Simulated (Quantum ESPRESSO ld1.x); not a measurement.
Numerical settings for the lithium ion Li+, [He]. Calculated with ld1.x of Quantum ESPRESSO 7.5: scalar-relativistic Kohn-Sham, LDA (Slater exchange, VWN5 correlation), spin-polarised, spherical densities, point nucleus. With the defaults (dx = 0.008, xmin = -8.0, rmax = 100, beta = 0.2, tr2 = 1e-14) the mesh has 1713 points, the cycle takes 12 iterations, E = -7.143591 hartree and the 1s up eigenvalue is -2.19047 hartree. The mesh is r = exp(xmin + i dx)/Z up to rmax; beta is the mixing and tr2 the threshold. One setting is changed at a time.

change       mesh points  iterations  change of E (mhartree)  change of e(1s) (mhartree)
dx = 0.04            343          12                  0.000                      0.000
dx = 0.0125         1097          12                  0.000                      0.000
xmin = -9           1839          12                  -0.002                      -0.001
xmin = -5           1339          14                  +1.269                      +0.383
rmax = 15           1477          12                  0.000                      0.000
rmax = 8            1399          12                  0.000                      0.000
beta = 0.8          1713           8                  0.000                      0.000
beta = 1            1713           7                  0.000                      0.000
tr2 = 1e-06         1713           5                  -1.530                      -0.701
tr2 = 1e-10         1713           8                  -0.004                      -0.001
